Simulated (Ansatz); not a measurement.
C2H5NOSi can be A, `CO[SiH2]C#N`, or B, `CO[SiH]1C=N1`.

Computed with Ansatz on PBE0-D4/def2-TZVP structures; ΔE is electronic, products minus reactants. CCSD(T)/CBS is the MP2 limit (def2-TZVPP, def2-QZVPP) plus CCSD(T) − MP2 in def2-TZVPP, frozen cores. Functionals use def2-TZVPP. B3LYP here is the variant with VWN-RPA as its local correlation; programs differ in this. One conformer a species, not always the lowest.

(1) Which is lower in electronic energy at CCSD(T)/CBS, and by how much? (Best estimate.)

(2) Give E(B) − E(A) in kJ/mol with CCSD/def2-TZVPP, ωB97M-V, B2PLYP, PBE0-D4, B3LYP-D4, r2SCAN-D4, PBE-D4. (Estimate.)

Largest T1 diagnostic: 0.013.

## Answers

(1) The calculation gave: A, by 135.1 kJ/mol.

(2) The calculation gave: CCSD/def2-TZVPP 145.8, ωB97M-V 125.9, B2PLYP 141.4, PBE0-D4 110.9, B3LYP-D4 133.6, r2SCAN-D4 116.3, PBE-D4 108.8. None reverses the order clearly.

In def2-TZVPP, CCSD(T) changes the Hartree–Fock value by −24.0 kJ/mol (the triples alone add −3.9 kJ/mol) and MP2 by −20.1 kJ/mol.
